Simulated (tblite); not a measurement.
Species: C6H12BN.
Numbering: `[CH2:1]=[CH:2]/[N:3]=[CH:4]\[CH2:5][B:6]([CH3:7])[CH3:8]` (hydrogens: H9, H10 on C1; H11 on C2; H12 on C4; H13, H14 on C5; H15, H16, H17 on C7; H18, H19, H20 on C8)

Computed with GFN2-xTB (tblite), gas phase: L-BFGS steps from a force-field or distance-geometry start until the largest atomic force falls under 0.01 eV/Å.

Step 54: E = -627.2360 eV
```
atom  x, y, z in Å  |  force x, y, z in eV/Å
C1      3.8422   -0.7100    0.1065   -0.013  -0.007   0.007
C2      2.7920    0.0193   -0.2597   -0.003  -0.001  -0.036
N3      1.8900   -0.4615   -1.1801   -0.012  -0.035  -0.046
C4      0.6842   -0.1045   -1.3005    0.029   0.049  -0.035
C5     -0.1458    0.8028   -0.4504   -0.029  -0.035  -0.011
B6     -1.5286    0.2068    0.0652   -0.022  -0.031   0.011
C7     -2.5133    1.1313    0.8781    0.013   0.002   0.026
C8     -1.9520   -1.2746   -0.2591    0.031  -0.009  -0.006
H9      3.9674   -1.7150   -0.2537   -0.046  -0.049  -0.008
H10     4.5880   -0.3441    0.7878   -0.017   0.073   0.028
H11     2.6832    1.0467    0.0891   -0.001   0.000   0.047
H12     0.1692   -0.5277   -2.1614    0.003   0.003   0.033
H13    -0.3931    1.6768   -1.0626    0.009   0.034  -0.029
H14     0.4413    1.1770    0.3919   -0.008  -0.006   0.014
H15    -2.5593    0.7963    1.9142    0.018  -0.014   0.025
H16    -3.5337    1.0494    0.5053    0.022   0.021  -0.013
H17    -2.2417    2.1839    0.8961   -0.003   0.010  -0.014
H18    -1.1101   -1.9637   -0.2536   -0.005  -0.028   0.013
H19    -2.7218   -1.6653    0.4039    0.023   0.015  -0.023
H20    -2.3632   -1.3127   -1.2698    0.010   0.008   0.019
```

Step 55: E = -627.2370 eV
```
atom  x, y, z in Å  |  force x, y, z in eV/Å
C1      3.8329   -0.7158    0.1119   -0.013  -0.011   0.014
C2      2.7860    0.0153   -0.2601    0.012  -0.001  -0.064
N3      1.8841   -0.4656   -1.1806   -0.011  -0.005  -0.032
C4      0.6812   -0.1007   -1.3057    0.009   0.050  -0.025
C5     -0.1492    0.8091   -0.4575   -0.009  -0.002  -0.025
B6     -1.5299    0.2107    0.0622    0.026  -0.028   0.016
C7     -2.5116    1.1292    0.8836    0.013  -0.001   0.024
C8     -1.9433   -1.2731   -0.2597    0.027  -0.016  -0.006
H9      3.9571   -1.7240   -0.2387   -0.060  -0.054  -0.013
H10     4.5783   -0.3472    0.7913    0.001   0.082   0.042
H11     2.6858    1.0475    0.0773   -0.014  -0.010   0.055
H12     0.1674   -0.5216   -2.1679   -0.007  -0.001   0.027
H13    -0.3983    1.6827   -1.0705    0.005   0.011  -0.035
H14     0.4388    1.1895    0.3820   -0.010  -0.026   0.018
H15    -2.5545    0.7869    1.9172    0.021  -0.013   0.032
H16    -3.5326    1.0473    0.5137    0.009   0.030  -0.018
H17    -2.2406    2.1817    0.9073   -0.008   0.013  -0.015
H18    -1.0969   -1.9564   -0.2433   -0.005  -0.030   0.015
H19    -2.7161   -1.6650    0.3984    0.012   0.006  -0.017
H20    -2.3438   -1.3194   -1.2738    0.003   0.006   0.008
```

Step 56: E = -627.2382 eV
```
atom  x, y, z in Å  |  force x, y, z in eV/Å
C1      3.8233   -0.7207    0.1176   -0.011  -0.013   0.017
C2      2.7791    0.0109   -0.2613    0.028  -0.003  -0.073
N3      1.8778   -0.4706   -1.1825   -0.001   0.034  -0.016
C4      0.6782   -0.0966   -1.3123   -0.012   0.037  -0.010
C5     -0.1524    0.8141   -0.4647    0.016   0.044  -0.036
B6     -1.5313    0.2140    0.0586    0.072  -0.015   0.020
C7     -2.5091    1.1279    0.8893    0.013  -0.008   0.015
C8     -1.9346   -1.2721   -0.2606    0.017  -0.020  -0.002
H9      3.9478   -1.7323   -0.2243   -0.068  -0.037  -0.007
H10     4.5667   -0.3464    0.7962    0.005   0.072   0.039
H11     2.6850    1.0470    0.0676   -0.025  -0.028   0.053
H12     0.1654   -0.5154   -2.1755   -0.021  -0.006   0.013
H13    -0.4011    1.6892   -1.0771    0.000  -0.014  -0.032
H14     0.4363    1.1974    0.3735   -0.015  -0.043   0.015
H15    -2.5479    0.7776    1.9203    0.020  -0.005   0.031
H16    -3.5310    1.0474    0.5219    0.001   0.034  -0.016
H17    -2.2379    2.1803    0.9177   -0.011   0.008  -0.010
H18    -1.0838   -1.9494   -0.2332   -0.004  -0.032   0.014
H19    -2.7097   -1.6645    0.3935   -0.002  -0.008  -0.008
H20    -2.3259   -1.3269   -1.2774   -0.001   0.005  -0.005
```

Step 57: E = -627.2396 eV
```
atom  x, y, z in Å  |  force x, y, z in eV/Å
C1      3.8128   -0.7249    0.1240   -0.006  -0.011   0.017
C2      2.7710    0.0056   -0.2640    0.042  -0.001  -0.061
N3      1.8707   -0.4761   -1.1862    0.014   0.070  -0.005
C4      0.6747   -0.0919   -1.3205   -0.028   0.013   0.005
C5     -0.1552    0.8187   -0.4721    0.038   0.081  -0.040
B6     -1.5318    0.2166    0.0547    0.102   0.003   0.023
C7     -2.5051    1.1268    0.8948    0.015  -0.015   0.000
C8     -1.9257   -1.2718   -0.2617    0.004  -0.018   0.006
H9      3.9389   -1.7398   -0.2099   -0.067  -0.006   0.009
H10     4.5524   -0.3410    0.8027   -0.003   0.040   0.021
H11     2.6803    1.0442    0.0598   -0.034  -0.042   0.043
H12     0.1623   -0.5079   -2.1844   -0.035  -0.011  -0.005
H13    -0.4020    1.6962   -1.0825   -0.008  -0.030  -0.030
H14     0.4340    1.2015    0.3665   -0.016  -0.053   0.011
H15    -2.5390    0.7683    1.9235    0.014   0.009   0.020
H16    -3.5283    1.0500    0.5299    0.000   0.031  -0.007
H17    -2.2326    2.1790    0.9271   -0.012  -0.004  -0.001
H18    -1.0707   -1.9433   -0.2230   -0.003  -0.035   0.010
H19    -2.7028   -1.6640    0.3891   -0.016  -0.024   0.003
H20    -2.3089   -1.3353   -1.2806   -0.001   0.003  -0.017
```

**Question.** Estimate the geometry and energy of step 58. (The exact step hangs on the optimiser's Hessian estimate; all steps are aligned on step 57, rigid shifts and turns removed.)

**Answer.** E = -627.2411 eV, largest force 0.109 eV/Å
```
atom  x, y, z in Å  |  force x, y, z in eV/Å
C1      3.8012   -0.7300    0.1313   -0.006  -0.004   0.012
C2      2.7630   -0.0001   -0.2681    0.051   0.009  -0.029
N3      1.8629   -0.4807   -1.1907    0.026   0.092  -0.004
C4      0.6707   -0.0859   -1.3287   -0.031  -0.012   0.010
C5     -0.1570    0.8253   -0.4799    0.048   0.093  -0.030
B6     -1.5297    0.2184    0.0520    0.102   0.019   0.023
C7     -2.5001    1.1247    0.9007    0.020  -0.019  -0.015
C8     -1.9156   -1.2722   -0.2628   -0.007  -0.012   0.012
H9      3.9270   -1.7491   -0.1936   -0.055   0.036   0.031
H10     4.5368   -0.3340    0.8093   -0.018  -0.010  -0.005
H11     2.6753    1.0406    0.0524   -0.036  -0.054   0.026
H12     0.1575   -0.4988   -2.1931   -0.042  -0.015  -0.021
H13    -0.4053    1.7030   -1.0894   -0.012  -0.033  -0.025
H14     0.4326    1.2074    0.3593   -0.016  -0.053   0.000
H15    -2.5295    0.7589    1.9275    0.005   0.026   0.001
H16    -3.5245    1.0525    0.5374    0.008   0.021   0.006
H17    -2.2267    2.1769    0.9360   -0.011  -0.017   0.011
H18    -1.0573   -1.9388   -0.2120   -0.009  -0.035   0.004
H19    -2.6962   -1.6635    0.3839   -0.022  -0.036   0.008
H20    -2.2902   -1.3436   -1.2844    0.007   0.003  -0.015
```

The energy changes by -0.0015 eV. The first-order estimate −F·Δx gives -0.0021 eV and the mean of the old and new forces, exact on a quadratic surface, -0.0015 eV. The step makes an angle of 81° with the force vector and moves no atom by more than 0.022 Å.

The cost below is that of the whole relaxation. The run took 1.0 s wall on one thread of an Arm Neoverse V2, no GPU, shared host.
